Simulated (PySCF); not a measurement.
Structure with atom numbers: `[SiH3:1][O:2]/[C:3]([Cl:4])=[CH:5]\[CH:6]1[CH2:7][CH2:8]1`; H(Xn) means a hydrogen on atom n. Ha(C7), Ha(C8) are cis to C5 on the ring; Hb(C7), Hb(C8) are trans to C5 on the ring.

Computed data (PySCF): shielding tensors at PBE0/pcSseg-1 (GIAO), geometry: GFN2-xTB. Gas phase, non-relativistic, fast rotation and ring inversion assumed for equivalent nuclei, one conformer.

**Question.** Predict the 2D correlation tables (HSQC, COSY, HMBC).

**Answer.** 

HSQC (one-bond C–H):
| δH | δC |
| --- | --- |
| 4.17 (H(C5)) | 117.4 (C5) |
| 1.76 (H(C6)) | 12.9 (C6) |
| 0.74 (Hb(C7)/Hb(C8)) | 8.7 (C7/C8) |
| 0.21 (Ha(C7)/Ha(C8)) | 8.7 (C7/C8) |

COSY cross peaks (H two or three bonds apart, from the bond graph; peaks can be absent where the dihedral angle is near 90°):
| δH | δH |
| --- | --- |
| 4.17 (H(C5)) | 1.76 (H(C6)) |
| 1.76 (H(C6)) | 0.74 (Hb(C7)/Hb(C8)) |
| 1.76 (H(C6)) | 0.21 (Ha(C7)/Ha(C8)) |
| 0.74 (Hb(C7)/Hb(C8)) | 0.21 (Ha(C7)/Ha(C8)) |

HMBC (two and three bonds, from the bond graph):
| δH | δC |
| --- | --- |
| 4.98 (H(Si1)) | 145.0 (C3) |
| 4.17 (H(C5)) | 145.0 (C3), 12.9 (C6), 8.7 (C7/C8) |
| 1.76 (H(C6)) | 145.0 (C3), 117.4 (C5), 8.7 (C7/C8) |
| 0.74 (Hb(C7)/Hb(C8)) | 117.4 (C5), 12.9 (C6), 8.7 (C7/C8) |
| 0.21 (Ha(C7)/Ha(C8)) | 117.4 (C5), 12.9 (C6), 8.7 (C7/C8) |

References, each an isolated molecule treated in the same way: 1H and 13C vs TMS.

Short H···H contacts in this conformer between protons four or more bonds apart (candidates for NOE cross peaks, intensity ∝ r⁻⁶): H(C5)···Ha(C7) 2.61 Å.

Carbons that carry Cl, above all several Cl atoms, come out too deshielded, partly because spin–orbit coupling is missing. Shifts are as computed. Against solution values, carbons near 30 ppm lie about +3 ppm off and those near 130 ppm about +5 ppm; carbons on Cl a further +6 ppm. Of 1309 compounds with measured shifts, 239 miss one by over three times the rms of a fit or turn the order of signals round; such compounds aren't used in these exercises.
